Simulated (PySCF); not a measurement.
C4H12Si (SMILES C[Si](C)(C)C), singlet, at a GFN2-xTB geometry; DF-PBE0/def2-SVP (PySCF).

Here is a job for PySCF.
```python
from pyscf import gto, scf, dft

mol = gto.Mole()
mol.atom = '''
    C    -0.41778104   -1.21418858   -1.41267705
    Si    0.00000000    0.00000000   -0.00000000
    C     0.00554135    1.78528707   -0.67614402
    C    -1.31041007   -0.15385282    1.37971233
    C     1.72264977   -0.41724567    0.70910873
    H    -1.39396412   -1.00424407   -1.83950537
    H    -0.42931030   -2.24160426   -1.06128465
    H     0.30997764   -1.15221546   -2.21624356
    H     0.24035806    2.50337027    0.10386249
    H    -0.96211391    2.05565595   -1.08813490
    H     0.74182785    1.90768456   -1.46487309
    H    -2.30457514    0.07745214    1.00913662
    H    -1.33992132   -1.15990805    1.78735734
    H    -1.10210317    0.52516646    2.20113401
    H     1.75423943   -1.42860695    1.10324445
    H     2.49352738   -0.33921814   -0.05171446
    H     1.99205759    0.25646756    1.51702112
'''
mol.basis = 'def2-svp'
mol.verbose = 4
mol.build()

mf = dft.RKS(mol)
mf.xc = 'pbe0'
mf = mf.density_fit(auxbasis='def2-universal-jkfit')
mf.kernel()
```

What the program printed (banner, timings and long lists left out):

```
PySCF version 2.14.0

[INPUT] verbose = 4
[INPUT] num. atoms = 17
[INPUT] num. electrons = 50
[INPUT] charge = 0
[INPUT] spin (= nelec alpha-beta = 2S) = 0
[INPUT] symmetry False subgroup None
[INPUT] Mole.unit = angstrom
[INPUT] Symbol           X                Y                Z      unit          X                Y                Z       unit  Magmom
[...]
nuclear repulsion = 243.401029906338
number of shells = 68
number of NR pGTOs = 216
number of NR cGTOs = 134
basis = def2-svp
ecp = {}

******** <class 'pyscf.df.df_jk.DFRKS'> ********
method = DFRKS
initial guess = minao
damping factor = 0
level_shift factor = 0
DIIS = <class 'pyscf.scf.diis.CDIIS'>
diis_start_cycle = 1
diis_space = 8
diis_damp = 0
SCF conv_tol = 1e-09
SCF conv_tol_grad = None
SCF max_cycles = 50
direct_scf = False
XC library pyscf.dft.libxc version 7.1.2
    S. Lehtola, C. Steigemann, M. J. T. Oliveira, and M. A. L. Marques,  SoftwareX 7, 1–5 (2018)
XC functionals = pbe0
    C. Adamo and V. Barone,  J. Chem. Phys. 110, 6158 (1999)
    M. Ernzerhof and G. E. Scuseria,  J. Chem. Phys. 110, 5029 (1999)
radial grids:
    Treutler-Ahlrichs [JCP 102, 346 (1995); DOI:10.1063/1.469408] (M4) radial grids

becke partition: Becke, JCP 88, 2547 (1988); DOI:10.1063/1.454033
pruning grids: <function nwchem_prune>
grids dens level: 3
symmetrized grids: False
atomic radii adjust function: <function treutler_atomic_radii_adjust>
small_rho_cutoff = 0
Set gradient conv threshold to 3.16228e-05
Initial guess from minao.
tot grids = 193352
******** <class 'pyscf.df.df.DF'> ********
auxbasis = def2-universal-jkfit
init E= -448.554012972362
[...]
cycle= 1 E= -448.578203217335  delta_E= -0.0242  |g|= 0.53  |ddm|= 3.75
[...]
cycle= 2 E= -448.570420475198  delta_E= 0.00778  |g|= 0.556  |ddm|= 1.08
[...]
cycle= 3 E= -448.654170076328  delta_E= -0.0837  |g|= 0.00924  |ddm|= 0.54
[...]
cycle= 4 E= -448.654187972856  delta_E= -1.79e-05  |g|= 0.00632  |ddm|= 0.0249
[...]
cycle= 5 E= -448.654200111361  delta_E= -1.21e-05  |g|= 0.000318  |ddm|= 0.00909
[...]
cycle= 6 E= -448.65420014701  delta_E= -3.56e-08  |g|= 2.96e-05  |ddm|= 0.000666
[...]
cycle= 7 E= -448.654200147239  delta_E= -2.29e-10  |g|= 3.31e-06  |ddm|= 5.61e-05
[...]
Extra cycle  E= -448.65420014724  delta_E= -1.25e-12  |g|= 2.16e-06  |ddm|= 8.9e-06
converged SCF energy = -448.65420014724
```
